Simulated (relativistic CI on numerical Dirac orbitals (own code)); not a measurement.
**d2 in a ligand field**

Computed with a parametric ligand-field model of a d^n configuration (Racah B and C, spin-orbit zeta, crystal field), exact diagonalisation.

Field parameters in Wybourne normalisation: Oh B⁴₀ = 21Dq, B⁴₄ = √(5/14) B⁴₀; Td as Oh with Dq negative (B⁴₀ = 21Dq, B⁴₄ = √(5/14) B⁴₀). The field is a parameter set, without covalency.

**Question.** Ground term and bands for B = 880, C = 3570, ζ = 0 cm⁻¹, Oh, 10Dq = 8400 cm⁻¹?

**Answer.** Ground term 3T1 with 0.08 electrons in the two orbitals of the cubic e set. Spin-allowed: 3T2 7319 cm⁻¹ (1366 nm), 3A2 15719 cm⁻¹ (636 nm), 3T1 19439 cm⁻¹ (514 nm). Lowest spin-forbidden: 1T2 12899 cm⁻¹ (775 nm), 1E 13416 cm⁻¹ (745 nm), 1T2 22580 cm⁻¹ (443 nm).

**Question.** A d2 ion in Td symmetry has the ground term 3A2 and bands at 3T2 8300 cm⁻¹ (1205 nm), 3T1 13901 cm⁻¹ (719 nm), 1E 14339 cm⁻¹ (697 nm), 1T2 22170 cm⁻¹ (451 nm), 1A1 23477 cm⁻¹ (426 nm), 3T1 25549 cm⁻¹ (391 nm). Which parameters reproduce them?

**Answer.** B = 970, C = 3600, ζ = 0 cm⁻¹, Td, 10Dq = -8300 cm⁻¹.

**Question.** Ground term and bands for B = 590, C = 2560, ζ = 0 cm⁻¹, Oh, 10Dq = 17750 cm⁻¹?

**Answer.** Ground term 3T1 with 0.02 electrons in the two orbitals of the cubic e set. Spin-allowed: 3T2 16511 cm⁻¹ (606 nm), 3T1 24122 cm⁻¹ (415 nm), 3A2 34261 cm⁻¹ (292 nm). Lowest spin-forbidden: 1T2 8951 cm⁻¹ (1117 nm), 1E 9072 cm⁻¹ (1102 nm), 1A1 19728 cm⁻¹ (507 nm).

**Question.** A d2 ion in Oh symmetry has the ground term 3T1 and bands at 1T2 6857 cm⁻¹ (1458 nm), 1E 6885 cm⁻¹ (1452 nm), 1A1 16370 cm⁻¹ (611 nm), 3T2 38164 cm⁻¹ (262 nm), 3T1 43477 cm⁻¹ (230 nm), 3A2 77464 cm⁻¹ (129 nm). Which parameters reproduce them?

**Answer.** B = 430, C = 2090, ζ = 0 cm⁻¹, Oh, 10Dq = 39300 cm⁻¹.

**Question.** A d2 ion in Oh symmetry has the ground term 3T1 and bands at 1T2 5556 cm⁻¹ (1800 nm), 1E 5578 cm⁻¹ (1793 nm), 1A1 13291 cm⁻¹ (752 nm), 3T2 32371 cm⁻¹ (309 nm), 3T1 36691 cm⁻¹ (273 nm), 3A2 65671 cm⁻¹ (152 nm). Which parameters reproduce them?

**Answer.** B = 350, C = 1690, ζ = 0 cm⁻¹, Oh, 10Dq = 33300 cm⁻¹.
